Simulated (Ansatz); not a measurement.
Mulliken charges of CH₄ClFO₂Si (`CO[Si](O)(F)Cl`) from B3LYP/def2-TZVPP in Ansatz (PBE0-D4/def2-TZVP geometry).

```json
{"atom": "C1", "x (Å)": "-1.185", "y (Å)": "-1.004", "z (Å)": "0.532", "charge (e)": "-0.129"}
{"atom": "O2", "x (Å)": "-0.510", "y (Å)": "0.217", "z (Å)": "0.778", "charge (e)": "-0.348"}
{"atom": "Si3", "x (Å)": "0.800", "y (Å)": "0.736", "z (Å)": "0.011", "charge (e)": "0.835"}
{"atom": "O4", "x (Å)": "0.556", "y (Å)": "0.639", "z (Å)": "-1.587", "charge (e)": "-0.368"}
{"atom": "F5", "x (Å)": "2.075", "y (Å)": "-0.131", "z (Å)": "0.386", "charge (e)": "-0.303"}
{"atom": "Cl6", "x (Å)": "1.181", "y (Å)": "2.625", "z (Å)": "0.630", "charge (e)": "-0.223"}
{"atom": "H7", "x (Å)": "-0.580", "y (Å)": "-1.855", "z (Å)": "0.858", "charge (e)": "0.110"}
{"atom": "H8", "x (Å)": "-1.423", "y (Å)": "-1.115", "z (Å)": "-0.529", "charge (e)": "0.114"}
{"atom": "H9", "x (Å)": "-2.112", "y (Å)": "-0.990", "z (Å)": "1.105", "charge (e)": "0.117"}
{"atom": "H10", "x (Å)": "1.283", "y (Å)": "0.828", "z (Å)": "-2.182", "charge (e)": "0.195"}
```

**Question.** By hand: the dipole of these point charges (1 e Å = 4.8032 D).

**Answer.** Σ q r = (-0.321, -0.398, -0.266) e Å, of length 0.576 e Å = 2.77 D.

**Question.** How does the dipole of the full density compare? (Estimate.)

**Answer.** Computed: (-0.087, -0.246, -0.306) e Å, 1.93 D; the point charges give 1.44 times that, at 27° from its direction.

Point charges leave out the atoms' own dipoles, such as those of lone pairs, and Mulliken's split depends on the basis, so the two needn't agree.

B3LYP here is the variant with VWN-RPA as its local correlation; programs differ in this.
